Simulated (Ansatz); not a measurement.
Species: Cl₃Si, SMILES `Cl[Si](Cl)Cl` (charge 0, multiplicity 2).

**Question.** Give a relaxed geometry from Ansatz (an electronic-structure program) with B3LYP-D3(BJ)/def2-TZVP.

**Answer.** the end point of this relaxation (outside a Z-matrix the atoms follow the SMILES, hydrogens last).
Z-matrix (Å, degrees):
```
Si
Cl 1 2.0584
Cl 1 2.0584 2 109.38
Cl 1 2.0584 2 109.38 3 -119.78
```
